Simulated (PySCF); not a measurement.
Ions at one geometry of [BiCl2]+

PySCF 2.14.0, RKS PBE0, Bi def2-SVP with ECP60, Cl def2-SVP; non-relativistic Hamiltonian with scalar-relativistic core potentials where named; density fitting; no spin-orbit coupling; singlets restricted, open shells unrestricted. The geometry is relaxed for charge +1, singlet, vacuum:

```xyz
3

Bi    0.0000    0.0000   -0.6039
Cl    1.8218    0.0000    0.9324
Cl   -1.8218    0.0000    0.9324
```

Energies count from the relaxed state; an electron taken off or put on is at rest in vacuum. Charges and spins are Mulliken's.

```json
{"state": "charge +1, singlet, vacuum", "energy (eV)": "0.00", "spin squared": "0.00", "charge on Bi1 (e)": "1.21", "spin on Bi1 (e)": "0.00", "dipole about the centre of mass (D)": "2.71"}
{"state": "charge 0, doublet, vacuum", "energy (eV)": "-8.10", "spin squared": "0.75", "charge on Bi1 (e)": "0.63", "spin on Bi1 (e)": "0.91", "dipole about the centre of mass (D)": "3.46"}
```

Question: What does the state charge +2, doublet, vacuum give?

Answer: energy (eV) 16.81, spin squared 0.76, charge on Bi1 (e) 1.50, spin on Bi1 (e) -0.11, dipole about the centre of mass (D) 0.29.

With an electron taken off (doublet) the charges change, summed by element, by Bi +0.30 e, Cl +0.70 e. The vertical ionisation energy is 16.81 eV, against −ε(HOMO) = 14.56 eV of the relaxed state. The level lies 2.3 eV too high, as is usual for semilocal functionals and global hybrids, which keep a self-interaction error.

With an electron put on (doublet) the charges change, summed by element, by Bi -0.58 e, Cl -0.42 e. The vertical electron affinity is 8.10 eV, against −ε(LUMO) = 10.21 eV of the relaxed state.

Open shells may have lower solutions than those found.
